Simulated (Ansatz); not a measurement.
InH2Me (CH₅In) was relaxed with PBE0-D4 (def2-TZVP) in Ansatz in these states: charge +1 doublet, neutral singlet. The geometries follow in no particular order.

In the def2 sets In takes a core potential; there is no spin–orbit coupling.

A:

```
atom   x (Å)   y (Å)   z (Å)
 In1   0.846   1.194  -0.189
  H2   2.037   0.446  -1.098
  H3  -0.117   2.265   0.663
  C4  -0.629  -0.892   0.148
  H5  -1.170  -0.787  -0.789
  H6  -1.128  -0.591   1.064
  H7   0.162  -1.634   0.200
```

B:

```xyz
7

In   -0.824    0.419   -0.673
H    -0.967   -0.123   -2.311
H    -1.960    1.574   -0.062
C     0.737   -0.354    0.592
H     0.402   -1.294    1.038
H     0.973    0.339    1.400
H     1.640   -0.561    0.016
```

Question: Judge from the bond lengths which geometry belongs to which state (an estimate).

Answer: A is the charge +1 doublet (In1–C4 2.577 Å, In1–H2 1.674 Å, In1–H3 1.674 Å); B is the neutral singlet (In1–C4 2.153 Å, In1–H2 1.731 Å, In1–H3 1.731 Å).
